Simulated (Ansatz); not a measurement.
Cost and result for the atomization energy of CH4BInOSi (9 atoms, 8 bonds).

Cartesian coordinates in Å:
```
O -2.209 -2.131 -0.228
C -1.423 -1.284 -0.214
In -0.805 1.232 -1.595
B -0.443 -0.241 -0.187
Si 1.130 -0.075 0.994
H -1.006 2.494 -2.711
H 1.863 1.185 0.660
H 0.782 0.008 2.441
H 2.110 -1.188 0.841
```

Total charge 0; spin multiplicity 1. Correlated methods include outer-core shells of In, which these sets cover unevenly. In: def2 effective core potential. The bonds changed during the relaxation, so this is another structure than the one it started from. The geometry is a stationary point of PBE0-D4/def2-TZVP. Program: Ansatz. All runs use 4 threads of an AMD EPYC 9R45 on a shared host. Times are those of one run each, without the atoms' runs, and a repeat can differ threefold. Electronic energies, without spin–orbit coupling; frozen cores. CCSD(T)/CBS adds CCSD(T) − MP2 in def2-TZVPP to the MP2 limit, and its time is that of the two runs behind it. T1 = 0.018. With those shells the extrapolation isn't a true limit. HSE06 is the plane-wave form, built on full-range PBE exchange.

CCSD(T)/CBS is a level of theory with its own doubt, some kJ/mol a heavy atom from the limit and from the frozen cores, so smaller differences don't rank the functionals.

```json
{"level": "LDA (SPW92)/def2-TZVPP", "functions": "241", "wall time": "0.55 s"}
{"level": "revPBE-D4/def2-TZVPP", "functions": "241", "wall time": "0.8 s"}
{"level": "BLYP-D4/def2-TZVPP", "functions": "241", "wall time": "0.8 s"}
{"level": "PBE0-D4/def2-TZVPP", "functions": "241", "wall time": "1.1 s"}
{"level": "HSE06-D4/def2-TZVPP", "functions": "241", "wall time": "1.3 s"}
{"level": "r2SCAN-D4/def2-TZVPP (with forces)", "functions": "241", "wall time": "1.6 s"}
{"level": "r2SCANh-D4/def2-TZVPP", "functions": "241", "wall time": "1.8 s"}
{"level": "CCSD(T)/def2-SVP", "functions": "106", "wall time": "2.5 s"}
{"level": "B97M-V/def2-TZVPP", "functions": "241", "wall time": "2.6 s"}
{"level": "ωB97M-V/def2-TZVPP (with forces)", "functions": "241", "wall time": "3.9 s"}
{"level": "MP2/def2-QZVPP", "functions": "443", "wall time": "8 s"}
{"level": "CCSD(T)/def2-TZVPP", "functions": "241", "wall time": "44 s"}
{"level": "CCSD(T)/CBS(def2)", "functions": "–", "wall time": "52 s"}
```

Problem. What atomization energy does each give, and how far from CCSD(T)/CBS? (Estimate.)

Solution. Ansatz gave: 
```
                             level  atomization (kcal/mol)  difference from CCSD(T)/CBS  per bond
            LDA (SPW92)/def2-TZVPP                   837.9                        121.8      15.2
              revPBE-D4/def2-TZVPP                   722.1                          6.0       0.8
                BLYP-D4/def2-TZVPP                   721.7                          5.6       0.7
                PBE0-D4/def2-TZVPP                   722.4                          6.3       0.8
               HSE06-D4/def2-TZVPP                   723.3                          7.2       0.9
r2SCAN-D4/def2-TZVPP (with forces)                   730.2                         14.1       1.8
             r2SCANh-D4/def2-TZVPP                   722.3                          6.2       0.8
                  CCSD(T)/def2-SVP                   675.1                        -41.0      -5.1
                 B97M-V/def2-TZVPP                   729.5                         13.4       1.7
  ωB97M-V/def2-TZVPP (with forces)                   718.8                          2.7       0.3
                    MP2/def2-QZVPP                   727.6                         11.5       1.4
                CCSD(T)/def2-TZVPP                   697.9                        -18.2      -2.3
                 CCSD(T)/CBS(def2)                   716.1                          0.0       0.0
```

From PBE to PBE0 (25 % exact exchange), in def2-TZVPP and without D4, the atomization energy moves by −19.3 kcal/mol: exact exchange takes away binding that semilocal exchange gives to molecules. At CCSD(T), def2-SVP lies −41.0 kcal/mol from the extrapolated value and def2-TZVPP −18.2 kcal/mol: correlation converges slowly with the basis, and small sets miss more of it in the bonded molecule than in its fragments. The D4 term adds +8.9 kcal/mol with B3LYP and +4.7 kcal/mol with PBE0; it sums over pairs of atoms, weighted by their polarisabilities, and B3LYP, whose exchange is more repulsive, gets the larger term.

B3LYP here is the variant with VWN-RPA as its local correlation; programs differ in this.

Spin–orbit coupling would lower the free In atoms strongly, and the atomization energy with them, by more than many differences here.
